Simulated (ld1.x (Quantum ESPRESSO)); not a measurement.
**How hard is this Sc TM potential?**

```json
{"Element": "Sc (Z = 21)", "Generator": "ld1.x (Quantum ESPRESSO) 7.5", "Type": "norm-conserving Troullier–Martins (Kleinman–Bylander form)", "Functional": "BP86", "Relativity": "non-relativistic", "Frozen core": "[Ne]", "Valence charge": "11", "Reference configuration": "3s2 3p6 3d1 4s1 4p1", "Partial waves": "3s (bound): rc 1.40 bohr; 3d (bound): rc 2.25 bohr; 3p (bound): rc 1.10 bohr", "Local potential": "the p channel", "Core correction": "a·sin(br)/r model core, default radius (core density twice the valence density)"}
```

Occupied shells without a wave of their own: 4p, 4s. They enter only through the test configuration that unscreens the potential, and ld1.x also counts them in the model core charge.

The pseudo-atom Hamiltonian at the reference potential is diagonalised in spherical Bessel functions j_l(qr) that vanish at 20 bohr, with q² up to the cutoff. All-electron valence levels (Ry): 3s -4.0981, 4s -0.3645, 3d -0.3388, 3p -2.5680, 4p -0.1571.

**Question.** How do the lowest levels (Ry) of each channel move with the cutoff, and are there ghosts?

**Answer.**

```json
{"cutoff (Ry)": "8", "s #1": "-3.9348", "s #2": "-0.3563", "s #3": "-0.0201", "d #1": "-0.0181", "p #1": "-1.7279", "p #2": "-0.1060", "p #3": "0.0368", "f #1": "0.0848", "f #2": "0.1924", "Σ f·Δε (mRy)": "5754.0"}
{"cutoff (Ry)": "18", "s #1": "-3.9870", "s #2": "-0.3643", "s #3": "-0.0216", "d #1": "-0.1181", "p #1": "-2.4632", "p #2": "-0.1495", "p #3": "0.0250", "f #1": "0.0847", "f #2": "0.1924", "Σ f·Δε (mRy)": "1086.4"}
{"cutoff (Ry)": "40", "s #1": "-4.0911", "s #2": "-0.3707", "s #3": "-0.0226", "d #1": "-0.3357", "p #1": "-2.5598", "p #2": "-0.1570", "p #3": "0.0233", "f #1": "0.0847", "f #2": "0.1924", "Σ f·Δε (mRy)": "67.5"}
{"cutoff (Ry)": "60", "s #1": "-4.0933", "s #2": "-0.3709", "s #3": "-0.0226", "d #1": "-0.3387", "p #1": "-2.5648", "p #2": "-0.1572", "p #3": "0.0232", "f #1": "0.0847", "f #2": "0.1924", "Σ f·Δε (mRy)": "29.6"}
{"cutoff (Ry)": "110", "s #1": "-4.0979", "s #2": "-0.3712", "s #3": "-0.0226", "d #1": "-0.3388", "p #1": "-2.5679", "p #2": "-0.1574", "p #3": "0.0232", "f #1": "0.0847", "f #2": "0.1924", "Σ f·Δε (mRy)": "1.5"}
{"cutoff (Ry)": "180", "s #1": "-4.0981", "s #2": "-0.3712", "s #3": "-0.0226", "d #1": "-0.3388", "p #1": "-2.5680", "p #2": "-0.1574", "p #3": "0.0232", "f #1": "0.0847", "f #2": "0.1924", "Σ f·Δε (mRy)": "0.0"}
{"cutoff (Ry)": "400", "s #1": "-4.0981", "s #2": "-0.3712", "s #3": "-0.0226", "d #1": "-0.3388", "p #1": "-2.5680", "p #2": "-0.1574", "p #3": "0.0232", "f #1": "0.0847", "f #2": "0.1924", "Σ f·Δε (mRy)": "0.0"}
```

Result: no extra level below or beside the all-electron valence levels (s, d, p, f tested); 10 mRy is reached at 80 Ry and 1 mRy at 140 Ry.

ld1.x takes every shell without a wave as core, so the model core holds the 4p, 4s electrons as well and exchange and correlation see them twice. This cancels in the reference configuration, but the file is broken for other ones, and its errors say nothing about a proper core correction. Its largest configuration-test error is -1213 meV.
